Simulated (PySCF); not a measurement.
Compound: CH2ClGeN.
Structure used (PBE0-D3(BJ)/def2-SVP), in Å, numbered top down from 1:
```
atom  x, y, z in Å
N1     2.503    0.231   -0.060
C2     1.355    0.077   -0.035
Ge3   -0.545   -0.207    0.010
Cl4   -1.450    1.739   -0.053
H5    -0.897   -0.882    1.335
H6    -0.942   -0.988   -1.241
```

All values: PBE0/def2-SVPD (PySCF, non-relativistic), on one gas-phase PBE0-D3(BJ)/def2-SVP geometry that isn't relaxed in the solvent. The solvent is an IEF-PCM continuum (cavity from Bondi-type radii × 1.2), and excitations are vertical TDDFT with non-equilibrium linear response and a frozen core. The model holds no explicit solvent molecules, cavitation or dispersion. Spin–orbit coupling is left out although an atom past zinc is present.

Gas-phase singlets (H = HOMO, L = LUMO):

```json
{"state": "S1", "E (eV)": "6.447", "λ (nm)": "192", "f": "0.006", "leading configurations": "H→L 95%"}
{"state": "S2", "E (eV)": "6.617", "λ (nm)": "187", "f": "0.017", "leading configurations": "H-1→L 97%"}
{"state": "S3", "E (eV)": "6.843", "λ (nm)": "181", "f": "0.004", "leading configurations": "H-2→L 82%"}
{"state": "S4", "E (eV)": "7.222", "λ (nm)": "172", "f": "0.018", "leading configurations": "H-3→L 64%, H-2→L+1 25%"}
{"state": "S5", "E (eV)": "7.397", "λ (nm)": "168", "f": "0.001", "leading configurations": "H-3→L+1 63%, H-1→L+1 26%"}
```

Question: What are the lowest 5 singlets in acetone (ε = 20.49)?

Answer: 
```tsv
state	E (eV)	λ (nm)	f	leading configurations	change by rank (eV)
S1	6.444	192	0.006	H→L 96%	-0.003
S2	6.724	184	0.020	H-1→L 98%	+0.107
S3	7.035	176	0.004	H-2→L 81%	+0.192
S4	7.394	168	0.027	H-3→L 54%, H-2→L+1 22%, H→L+1 16%	+0.172
S5	7.554	164	0.001	H-3→L+1 60%, H-1→L+1 27%	+0.157
```

Question: How do the frontier levels move from gas to acetone?

Answer: 
```
orbital  gas (eV)  solvent (eV)  change (eV)
 LUMO+2     -0.50         -0.08        +0.42
 LUMO+1     -0.65         -0.55        +0.10
   LUMO     -1.60         -1.38        +0.22
   HOMO     -9.52         -9.28        +0.24
 HOMO-1     -9.67         -9.56        +0.11
 HOMO-2    -10.24        -10.29        -0.05
 HOMO-3    -10.28        -10.35        -0.07
```

The HOMO–LUMO gap goes from 7.92 to 7.90 eV.
